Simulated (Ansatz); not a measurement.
Single points on the cluster Ge3O10H8.

```yaml
crystal:
  periodic: [false, false, false]
  atoms:
    - {symbol: Ge, position_ang: [-1.968407, 1.124797, 0.723922]}
    - {symbol: Ge, position_ang: [0.955360, -1.878194, -1.452307]}
    - {symbol: Ge, position_ang: [1.490539, 1.274433, 1.138421]}
    - {symbol: O, position_ang: [-0.007441, -1.760388, 0.140551]}
    - {symbol: O, position_ang: [0.750922, -0.118048, 1.990235]}
    - {symbol: O, position_ang: [-1.747452, 0.836503, 2.441060]}
    - {symbol: O, position_ang: [-2.082386, -0.233948, -0.381395]}
    - {symbol: O, position_ang: [0.177718, -3.206250, -0.436780]}
    - {symbol: O, position_ang: [-0.272684, 1.876925, 0.144433]}
    - {symbol: O, position_ang: [2.190279, 0.693764, -0.504644]}
    - {symbol: O, position_ang: [2.098988, 2.652851, 1.813159]}
    - {symbol: O, position_ang: [1.172737, 0.275902, -1.468679]}
    - {symbol: O, position_ang: [0.041804, -1.700740, -2.961165]}
    - {symbol: H, position_ang: [-0.204023, 2.855097, 0.212259]}
    - {symbol: H, position_ang: [-0.758218, -2.260958, -2.906559]}
    - {symbol: H, position_ang: [-1.459223, -0.985447, -0.127246]}
    - {symbol: H, position_ang: [-3.031287, 2.189378, 0.431894]}
    - {symbol: H, position_ang: [0.648944, -0.940514, 1.415850]}
    - {symbol: H, position_ang: [2.480807, -1.935610, -1.497102]}
    - {symbol: H, position_ang: [-0.871630, 0.367899, 2.557796]}
    - {symbol: H, position_ang: [0.394650, 0.872548, -1.273714]}
basis:
  gaussian: {orbitals: STO-3G}
hamiltonian: {xc: hf}
scf: {omitted_lower_state_checks: [starts]}
output: {orbitals: {seedname: orbitals}}
```

The file start.molden holds the orbitals of an earlier run on this structure, at another level or in another basis.

```sh
$ ansatz run in.yaml --threads 4 --pin off --events-out ev --progress --plain --max-ram 6963MiB
```

Output, abridged:

```
Functional definition: HF
1435 factors; integrals over basis functions are off by at most 3.8e-5 eV
mean field evaluation 1: about -187698.0807 eV, gradient 5.1e1 eV
mean field evaluation 2: about -187698.5845 eV, gradient 5.1e1 eV
mean field evaluation 4: about -187709.9012 eV, gradient 9.0e0 eV
mean field evaluation 8: about -187710.2783 eV, gradient 1.9e-1 eV
mean field -187710.26590583 eV, -6898.2250374513 hartree, gradient 2.4e-5 eV, S^2 0.000000; 0 other end points of the search recorded, 0 dependent functions left out
reference -187710.26590583 eV, -6898.2250374513 hartree; 92, 92 occupied and 20, 20 virtual orbitals, 1435 factors
Total energy: -187710.26590583 eV, -6898.2250374513 hartree
Checks for a lower state left out: starts
```

Hardware: 4 threads of Intel Xeon on a shared host. Wall time 4.9 s.

As the first input, with `gaussian: {orbitals: def2-TZVP, initial_orbitals: start.molden}`, `hamiltonian: {xc: pbe0, dispersion: d4}` (abridged; 1.7 min):

```
Functional definition: PBE0
the host lacks memory for fits, so the integrals are decomposed
mean field -190120.19795509 eV, -6986.7884067508 hartree, gradient 4.6e-5 eV, S^2 0.000000
Total energy: -190120.89006176 eV, -6986.8138412020 hartree
Checks for a lower state left out: starts
```

The first input with `gaussian: {orbitals: def2-SVP, initial_orbitals: start.molden}`, `correlation: {method: mp2}` and without the key `hamiltonian` (abridged; 34 s):

```
Functional definition: HF
mean field -189877.37593480 eV, -6977.8648620960 hartree, gradient 1.6e-6 eV, S^2 0.000000
37 core orbitals not correlated: weight in the atoms' cores, before any rotation towards them, 1.000 or more for the frozen orbitals, at most 0.000 for the correlated occupied ones
second order -71.21222607 eV of doubles, -0.00000000 eV of singles
Total energy: -189948.58816087 eV, -6980.4818631346 hartree
Checks for a lower state left out: starts
```

First input, but with `gaussian: {orbitals: def2-TZVP, initial_orbitals: start.molden}`, `hamiltonian: {xc: r2scan, dispersion: d4}` (abridged; 47 s):

```
Functional definition: r2SCAN
mean field -190153.51895578 eV, -6988.0129309403 hartree, gradient 1.7e-5 eV, S^2 0.000000
Total energy: -190153.73941552 eV, -6988.0210326865 hartree
Checks for a lower state left out: starts
```

First input, but with `gaussian: {orbitals: 6-31G}`, `hamiltonian: {xc: {name: B3LYP}, dispersion: d4}` (abridged; 16 s):

```
Functional definition: B3LYP
mean field evaluation 16: about -190122.6922 eV, gradient 9.2e-3 eV
mean field -190122.69224970 eV, -6986.8800703872 hartree, gradient 1.5e-5 eV, S^2 0.000000
Total energy: -190123.95225173 eV, -6986.9263746078 hartree
Checks for a lower state left out: starts
```

The first input with `gaussian: {orbitals: def2-SVP, initial_orbitals: start.molden}`, `hamiltonian: {xc: pbe, dispersion: d4}` (abridged; 12 s):

```
Functional definition: PBE
mean field -190070.55657833 eV, -6984.9641198031 hartree, gradient 6.6e-5 eV, S^2 0.000000
Total energy: -190071.34835152 eV, -6984.9932169312 hartree
Checks for a lower state left out: starts
```

The first input with `gaussian: {orbitals: def2-TZVP, initial_orbitals: start.molden}`, `hamiltonian: {xc: pbe, dispersion: d4}`, `output: {forces: true, orbitals: {seedname: orbitals}}` (abridged; 37 s):

```
Functional definition: PBE
mean field -190117.41944519 eV, -6986.6862983956 hartree, gradient 2.2e-5 eV, S^2 0.000000
Total energy: -190118.21122238 eV, -6986.7153956705 hartree
Atom 0 force    -0.030984     0.088637    -0.023043 eV/Å
Atom 1 force    -0.154957    -0.109343     0.252431 eV/Å
Atom 2 force    -0.085514    -0.135504    -0.094373 eV/Å
Atom 3 force     0.170534    -0.122432    -0.217547 eV/Å
Atom 4 force     0.150162    -0.063443    -0.049802 eV/Å
Atom 5 force     0.078028    -0.073045     0.026134 eV/Å
Atom 6 force     0.007539    -0.052964     0.069764 eV/Å
Atom 7 force     0.054216     0.040946    -0.071715 eV/Å
Atom 8 force    -0.037638     0.169113     0.074172 eV/Å
Atom 9 force     0.128349     0.102102     0.186993 eV/Å
Atom 10 force     0.043351     0.048542     0.037617 eV/Å
Atom 11 force    -0.176349     0.058648    -0.152395 eV/Å
Atom 12 force    -0.103919    -0.096438    -0.005222 eV/Å
Atom 13 force    -0.036926    -0.170797     0.017141 eV/Å
Atom 14 force     0.104715     0.099113    -0.009508 eV/Å
Atom 15 force    -0.071669     0.147165    -0.047385 eV/Å
Atom 16 force     0.022942    -0.018676    -0.000588 eV/Å
Atom 17 force     0.057204     0.159922     0.054024 eV/Å
Atom 18 force    -0.026557    -0.018577     0.009518 eV/Å
Atom 19 force    -0.209865     0.093334    -0.001250 eV/Å
Atom 20 force     0.117338    -0.146304    -0.054964 eV/Å
Dipole moment:    -0.591832    -0.029343    -0.748189 e Å
Checks for a lower state left out: starts
```

Geometry: PBE-D4/def2-SVP.

The 6-31G sets use Cartesian d functions. B3LYP takes the VWN-RPA correlation. Correlated methods freeze 37 core orbitals; core or outer-core shells of Ge are correlated, in sets that lack core-valence functions. The structure holds 2 bonds between oxygen atoms, so isomers without such links may lie far lower. The structure comes from a short search, and lower isomers may exist.
